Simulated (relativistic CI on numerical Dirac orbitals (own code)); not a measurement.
**Zn⁴⁺: 3p photoemission**

Computed with this model: Dirac-Coulomb-Breit CI, separate exchange-only KLI orbitals for each configuration, model QED, valence Slater integrals scaled by 0.9, multiplet model of photoemission in the sudden approximation; configurations [Ar] 3d8 → [Ne] 3s2 3p5 3d8; 300 K; Lorentzian 0.56 eV and Gaussian 0.6 eV FWHM. Energies are those of the free ion, without screening or charge transfer. The energies are binding energies and can lie tens of eV above those of solids. S is read from ⟨S²⟩ = S(S + 1).

Field parameters in Wybourne normalisation: D3d B²₀ = −7Dσ, B⁴₀ = −14Dq − 21Dτ, B⁴₃ = −14√(10/7) Dq; Td as Oh with Dq negative (B⁴₀ = 21Dq, B⁴₄ = √(5/14) B⁴₀). The field is a parameter set, without covalency.

free ion: ground-state S = 1.00, centroid 166.53 eV. Peaks (eV, height): 157.7 (100), 161.0 (26), 164.5 (73), 166.0 (42), 169.6 (68), 174.1 (16), 178.1 (22), 180.8 (46), 182.8 (8).

Td, 10Dq = -9750 cm⁻¹: ground-state S = 1.00, centroid 166.54 eV. Peaks (eV, height): 158.0 (100), 159.3 (31), 160.4 (31), 161.4 (19), 165.2 (66), 166.6 (50), 170.3 (47), 174.9 (16), 178.8 (19), 181.3 (37).

Td, 10Dq = -14700 cm⁻¹: ground-state S = 1.00, centroid 166.54 eV. Peaks (eV, height): 158.1 (100), 159.6 (34), 160.8 (41), 164.2 (15), 165.6 (62), 166.9 (57), 170.8 (40), 174.9 (17), 176.9 (9), 179.3 (17), 181.6 (32).

D3d, 10Dq = 39300, Dσ = 880, Dτ = 460 cm⁻¹: ground-state S = 1.00, centroid 166.54 eV. Peaks (eV, height): 159.9 (100), 161.2 (71), 163.1 (34), 166.3 (8), 169.7 (28), 170.7 (21), 175.8 (7), 177.3 (19), 178.9 (16), 180.3 (15).

D3d, 10Dq = 10650, Dσ = 1050, Dτ = -20 cm⁻¹: ground-state S = 1.00, centroid 166.54 eV. Peaks (eV, height): 158.5 (100), 159.7 (59), 162.1 (29), 165.9 (58), 167.1 (52), 171.0 (29), 174.8 (16), 175.8 (20), 179.7 (23), 181.8 (28).

Td, 10Dq = -4400 cm⁻¹: ground-state S = 1.00, centroid 166.53 eV. Peaks (eV, height): 157.9 (100), 161.2 (24), 164.8 (69), 166.3 (44), 169.9 (58), 174.5 (17), 178.4 (22), 181.0 (42), 183.1 (7).

Strongest unbroadened transitions for Td, 10Dq = -9750 cm⁻¹:

| Energy (eV) | Relative strength |
| --- | --- |
| 158.01 | 100.0 |
| 159.38 | 13.0 |
| 160.31 | 7.8 |
| 160.56 | 14.3 |
| 161.53 | 11.6 |
| 165.15 | 47.7 |
| 165.39 | 6.1 |
| 166.08 | 9.1 |
| 166.66 | 32.7 |
| 170.08 | 8.5 |
| 170.29 | 6.6 |
| 170.37 | 22.2 |
| 170.38 | 6.2 |
| 175.20 | 6.9 |
| 178.64 | 8.8 |
| 178.95 | 11.1 |
| 181.23 | 25.7 |
| 181.40 | 6.1 |
